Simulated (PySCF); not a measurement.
Si(F)(H)2(OAc) (C2H5FO2Si), SMILES CC(=O)O[SiH2]F. Coordinates come from a B3LYP-D3(BJ)/def2-SVP optimisation. The values are those of a single conformer.

Calculation: B3LYP-D3(BJ)/def2-SVP (PySCF).

Harmonic wavenumbers (cm⁻¹): 94, 101, 108, 131, 247, 385, 582, 614, 702, 754, 801, 886, 921, 942, 997, 1022, 1055, 1300, 1392, 1436, 1446, 1820, 2298, 2314, 3053, 3131, 3182. Rotational constants (GHz): 7.689, 1.588, 1.350; symmetry number 1.

**Question.** Work out the zero-point energy and the ideal-gas rigid-rotor harmonic-oscillator thermochemistry at 298.15 K and 1 atm.

**Answer.** ZPE = ½ Σ hcν = ½ × 31713 cm⁻¹ = 45.34 kcal/mol. H − E(el) = 50.58 kcal/mol. Entropy in cal/(mol K): translation 39.95, rotation 27.37, vibration 18.42, total 85.74. G − E(el) = 25.02 kcal/mol. Cp = 26.23 cal/(mol K). Modes under 150 cm⁻¹ make the vibrational entropy uncertain.
